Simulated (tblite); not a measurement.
A tight-binding relaxation on `Cl[CH]C[SiH2]Br` [radical].

Computed with GFN2-xTB geometry optimisation, gas phase (tblite 0.8.0). Start geometry: from a force field or distance geometry. A driver script takes a list of jobs; this job's settings line and coordinates (Å) are shown.

Command:
```bash
OMP_NUM_THREADS=1 python probes_run.py task.json out
```

Input:
```
{"job": {"kind": "relax", "xc": "GFN2-xTB", "basis": "xTB"}, "charge": 0, "multiplicity": 2}
Cl    -2.541700     1.217000     0.215100
C     -1.279600     0.235200     0.766200
C     -0.447600    -0.551900    -0.188600
Si     1.244000     0.150000    -0.530700
Br     2.421100     0.108500     1.366300
H     -1.176400     0.206300     1.850500
H     -0.356100    -1.567100     0.188200
H     -0.981300    -0.633200    -1.142800
H      1.181000     1.535400    -1.024100
H      1.945500    -0.695500    -1.522700
```

Output:
```
step      E/eV     max force
  0    -467.18195    1.597
  1    -467.23321    0.521
  2    -467.24454    0.208
  3    -467.24865    0.204
  4    -467.25437    0.308
  5    -467.25909    0.265
  6    -467.26247    0.157
  7    -467.26436    0.162
  8    -467.26620    0.158
  9    -467.26855    0.207
... (38 lines left out)
 48    -467.30318    0.034
 49    -467.30329    0.031
 50    -467.30345    0.037
 51    -467.30363    0.037
 52    -467.30377    0.026
 53    -467.30384    0.021
 54    -467.30388    0.018
 55    -467.30393    0.018
 56    -467.30397    0.012
 57    -467.30399    0.008
```

«max force» is the largest atomic force in eV/Å.

From which step on does the largest force stay under 0.1 eV/Å, and how much energy is left to gain from there?

From step 23 (0.089 eV/Å), 10.7 meV above the end.

In short: energy lowered by 2.8 kcal/mol over 57 steps; largest atomic force 0.008 eV/Å at the end.

Give the final coordinates.

0.204 Å rms from the input after alignment:
```
atom  x, y, z in Å
Cl1   -2.1354    1.5082    0.1565
C2    -1.3085    0.1372    0.7426
C3    -0.5144   -0.6664   -0.1858
Si4    1.1791    0.1808   -0.5605
Br5    2.3159    0.1840    1.3405
H6    -1.1301    0.1238    1.8029
H7    -0.3322   -1.6508    0.2478
H8    -1.0380   -0.7961   -1.1330
H9     0.9924    1.5721   -0.9322
H10    1.9801   -0.5881   -1.5014
```

Hardware: one thread of an Intel Xeon 6975P-C, no GPU (shared host). Cost: 0.3 s wall.
Labels such as C1 count atoms from 1, the log's own numbers from 0.
